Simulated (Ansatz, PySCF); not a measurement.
This Ansatz (an electronic-structure program) input computes a SVWN5/def2-TZVPD energy:

Ansatz 0.2 input:
```yaml
crystal:
  periodic: [false, false, false]
  atoms:
    - {symbol: C, position_ang: [-1.09455218, -0.09114862, -0.01737528]}
    - {symbol: Si, position_ang: [0.61143944, -0.03857235, 0.00849089]}
    - {symbol: H, position_ang: [-1.66910789, 0.83060455, -0.01332855]}
    - {symbol: H, position_ang: [-1.66876893, -1.00704325, -0.03827929]}
    - {symbol: H, position_ang: [1.34503774, 1.26334325, 0.03698700]}
basis:
  gaussian:
    orbitals: def2-TZVPD
hamiltonian:
  xc: {name: SVWN5}
magnetization: {spin_polarized: true, initial_magnetization: 1}
output: {forces: true}
```

Task: Write an input for the same energy in PySCF and say what it gives.

Result: 
```python
from pyscf import gto, scf, dft

mol = gto.M(
    atom='''
    C    -1.09455218   -0.09114862   -0.01737528
    Si    0.61143944   -0.03857235    0.00849089
    H    -1.66910789    0.83060455   -0.01332855
    H    -1.66876893   -1.00704325   -0.03827929
    H     1.34503774    1.26334325    0.03698700
    ''',
    basis='def2-tzvpd',
    charge=0,
    spin=1,
    verbose=4,
)

mf = dft.UKS(mol, xc='svwn').density_fit(auxbasis='def2-universal-jkfit')
mf.grids.level = 3
mf.conv_tol = 1e-9
mf.max_cycle = 100
mf.max_memory = 1500
mf.kernel()
if not mf.converged:
    mf = mf.newton()
    mf.kernel(mf.make_rdm1())
for _ in range(2):
    mo, _, stable, _ = mf.stability(return_status=True)
    if stable:
        break
    mf.kernel(mf.make_rdm1(mo, mf.mo_occ))
mf.analyze()
```
It gives -327.77172 Eh, and Ansatz -327.77167 Eh, a difference of 0.05 mEh, from the treatment of integrals and grids.

It need not be the lowest isomer of its formula.
